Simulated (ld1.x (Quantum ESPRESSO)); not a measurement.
# Scattering properties, RRKJ potential for silver (Ag)

* Element: Ag
* Generator: ld1.x (Quantum ESPRESSO) 7.5
* Type: norm-conserving RRKJ (Kleinman–Bylander form)
* Functional: PBEsol
* Relativity: scalar-relativistic
* Frozen core: [Ar] 3d10
* Valence charge: 19
* Reference configuration: 4s2 4p6 4d10 5s0 5p1
* Partial waves: 4s (bound): rc 1.35 bohr; 4p (bound): rc 1.40 bohr; 4d (bound): rc 2.05 bohr
* Local potential: all-electron potential smoothed inside 2.00 bohr (lloc = -1)
* Core correction: none
* rho0: 0.01

Occupied shells without a wave of their own: 5p. They enter only through the test configuration that unscreens the potential.

The phase is arctan(r·u′/u) with u = r·R(r), unwrapped; energies in Ry, scanned from -9 to 5 Ry. A pole is an energy at which the radial function vanishes at the test radius. The pseudo phase is shifted by a multiple of π to meet the all-electron one at the reference energy, and phase errors are pseudo minus all-electron; the curves can meet again beyond the range given. Levels narrower than the energy grid can be missing from the lists of poles.

| channel | radius (bohr) | reference energy (Ry) | poles, all-electron | poles, pseudo | unbroken range about the reference energy with phases within 0.05 rad | phase error 1 Ry above the reference energy (rad) |
| --- | --- | --- | --- | --- | --- | --- |
| s | 2.24 | -7.13 | -7.09, 3.48 | -7.09, 2.51 | below -0.7 | +0.000 |
| p | 2.24 | -4.45 | -4.36 | -4.36 | below 0.0 | +0.001 |
| d | 2.24 | -0.69 | -0.22 | -0.21 | below 1.8 | +0.008 |

Phases in the p channel:

| E (Ry) | all-electron | pseudo |
| --- | --- | --- |
| -9.00 | 1.412 | 1.412 |
| -8.52 | 1.407 | 1.407 |
| -8.04 | 1.401 | 1.401 |
| -7.56 | 1.393 | 1.394 |
| -7.08 | 1.385 | 1.386 |
| -6.60 | 1.375 | 1.376 |
| -6.12 | 1.363 | 1.363 |
| -5.64 | 1.344 | 1.345 |
| -5.16 | 1.308 | 1.308 |
| -4.68 | 1.098 | 1.099 |
| -4.20 | -1.677 | -1.676 |
| -3.72 | -1.760 | -1.759 |
| -3.24 | -1.795 | -1.794 |
| -2.76 | -1.824 | -1.822 |
| -2.28 | -1.856 | -1.853 |
| -1.80 | -1.894 | -1.889 |
| -1.32 | -1.945 | -1.937 |
| -0.84 | -2.017 | -2.004 |
| -0.36 | -2.130 | -2.105 |
| 0.12 | -2.331 | -2.277 |
| 0.60 | -2.730 | -2.606 |
| 1.08 | -3.410 | -3.205 |
| 1.56 | -3.985 | -3.834 |
| 2.04 | -4.280 | -4.193 |
| 2.52 | -4.436 | -4.380 |
| 3.00 | -4.529 | -4.489 |
| 3.48 | -4.592 | -4.560 |
| 3.96 | -4.638 | -4.610 |
| 4.44 | -4.673 | -4.649 |
| 4.92 | -4.703 | -4.680 |
